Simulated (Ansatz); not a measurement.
AlFH4OSSi, SMILES `[F][Al]([SH])[O][SiH3]`. The species carries charge 0 and has multiplicity 1.

```xyz
9

F     0.897    1.954   -1.971
Al    0.875    1.248   -0.490
S     2.182    2.065    1.022
O    -0.125   -0.050   -0.187
Si   -1.159   -1.304   -0.100
H     1.765    1.164    1.930
H    -2.558   -0.803   -0.072
H    -0.981   -2.196   -1.274
H    -0.896   -2.078    1.142
```

**Question.** List the harmonic frequencies (cm⁻¹, unscaled) at PBE0-D4/def2-TZVP in Ansatz. (An estimate is asked.)

**Answer.** The calculation gave: 14, 29, 65, 149, 232, 259, 266, 420, 600, 690, 733, 734, 873, 955, 958, 988, 1162, 2224, 2227, 2228, 2708.
